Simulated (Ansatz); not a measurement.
`C=C[Se][Sn]([CH3])([CH3])[CH3]` and `[CH3][SnH]([CH3])[CH3]` differ in one atom or group.

Ansatz, PBE0-D4/def2-TZVP geometries, multiplicity 1. Each molecule was computed in one conformer, which needn't be the lowest.

Elements past krypton have def2 core potentials. Scalar relativity is left out up to krypton.

| property | `C=C[Se][Sn]([CH3])([CH3])[CH3]` |
| --- | --- |
| LUMO energy (ωB97M-V/def2-TZVPP) / eV | 1.75 |
| HOMO–LUMO gap (ωB97M-V/def2-TZVPP) / eV | 10.01 |
| HOMO–LUMO gap (B3LYP/def2-TZVPP) / eV | 5.53 |
| size of the dipole moment (B3LYP/def2-TZVPP) / D | 2.22 |
| HOMO–LUMO gap (PBE0/def2-TZVPP) / eV | 5.98 |
| HOMO–LUMO gap (PBE/def2-TZVPP) / eV | 3.96 |

Task: What does the change do to each property? (Estimate.)

Result: Computed: 
```tsv
property	`[CH3][SnH]([CH3])[CH3]`	shift
LUMO energy (ωB97M-V/def2-TZVPP) / eV	1.97	0.22
HOMO–LUMO gap (ωB97M-V/def2-TZVPP) / eV	11.98	1.97
HOMO–LUMO gap (B3LYP/def2-TZVPP) / eV	8.06	2.53
size of the dipole moment (B3LYP/def2-TZVPP) / D	0.58	-1.64
HOMO–LUMO gap (PBE0/def2-TZVPP) / eV	8.62	2.64
HOMO–LUMO gap (PBE/def2-TZVPP) / eV	6.62	2.66
```

With PBE0 the HOMO falls by 1.68 eV and the LUMO rises by 0.96 eV, so the gap widens by about 2.64 eV. PBE moves the HOMO by -1.56 eV and ωB97M-V by -1.76 eV. Dipoles are sizes alone; their direction can turn.

B3LYP here is the variant with VWN-RPA as its local correlation; programs differ in this.

Spin–orbit coupling is left out; it splits and shifts lone-pair levels of the heavy atoms by tenths of an eV.
